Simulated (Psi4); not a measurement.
C$_{4}$H$_{10}$Ga (SMILES C[CH2][Ga+][CH2]C), charge +1, singlet, at a GFN2-xTB geometry (such geometries of metal compounds can be far from the true shape). Base run: PBE/def2-SV(P) run with Psi4.

Here is a job for Psi4.
```
memory 2 GB

molecule {
1 1
  Ga   -0.06165786    0.01176005    0.13691187
  C     1.66909608   -0.90750982    0.97669008
  C     1.78074598   -2.36640149    0.56561244
  H     1.56043898   -0.79232305    2.06129048
  H     2.51939496   -0.31357011    0.62240419
  H     1.87194044   -2.47910199   -0.51618546
  H     0.92989129   -2.95379643    0.91461952
  H     2.67964241   -2.78814035    1.01681932
  C    -1.79398570    0.94519176   -0.68341230
  C    -1.45537834    2.29066249   -1.30409025
  H    -2.49524523    1.04233967    0.15336149
  H    -2.19064808    0.23896438   -1.42173093
  H    -0.74454729    2.19248551   -2.12653161
  H    -1.05381448    2.98882992   -0.56776613
  H    -2.36852758    2.72809334   -1.70934893
}

set basis def2-sv(p)

energy('pbe')
print_variables()
```

Each row names what was changed in the base input (with any setting that the change needs).

| change | basis functions | E (Eh) |
|---|---|---|
| base | 108 | -2082.12135 |
| basis = cc-pVDZ-DK; relativity = none (with scf_type pk) | 133 | -2072.59351 |
| basis = cc-pVDZ-DK; relativity = spin-free X2C (with scf_type pk) | 133 | -2101.52743 |

Absolute energies of different levels of theory aren't comparable as measures of quality.

Basis sets contracted for a relativistic Hamiltonian are a mismatch without it, so the rows without relativity aren't non-relativistic limits. No row has spin-orbit coupling; sets with core potentials leave out the core electrons.
